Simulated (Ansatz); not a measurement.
(H2Ga-mu-H)2 (Ga2H6), relaxed as a singlet with RKS PBE0-D4/def2-TZVP in Ansatz, starting from the GFN2-xTB geometry. Force threshold 0.02 eV/Å.

Start:

Cartesian coordinates in Å:
```
Ga -1.228 0.144 0.463
H -1.929 1.499 0.199
H -1.859 -1.008 1.282
H -0.482 -0.485 -1.053
Ga 1.227 -0.146 -0.462
H 1.963 -1.486 -0.219
H 1.826 1.026 -1.276
H 0.483 0.457 1.066
```

Problem. Estimate the energy that the relaxation releases and the steps that it takes.

Solution. 9.9 kJ/mol, in 5 steps; 4.7 s on 4 threads of Arm Neoverse V2 on a shared host. No frequencies were taken in this run, so the end may be a saddle point.

Problem. Does the start keep its bonding and symmetry?

Solution. By distances, no bond broke or formed. The bond that changes most is Ga1–H8, from 1.84 to 1.75 Å (atoms count from 1). Point group C2h at the start, D2h at the end, both within 0.05 Å.

Problem. Predict the relaxed structure.

Solution. 
| atom | x (Å) | y (Å) | z (Å) |
| --- | --- | --- | --- |
| Ga1 | -1.197 | 0.149 | 0.467 |
| H2 | -1.847 | 1.524 | 0.147 |
| H3 | -1.753 | -1.068 | 1.258 |
| H4 | -0.447 | -0.452 | -1.000 |
| Ga5 | 1.197 | -0.149 | -0.466 |
| H6 | 1.861 | -1.520 | -0.155 |
| H7 | 1.738 | 1.076 | -1.255 |
| H8 | 0.448 | 0.440 | 1.005 |
Bond lengths (bridged metal pairs left out): 8 × Ga–H 1.55 to 1.75 Å.
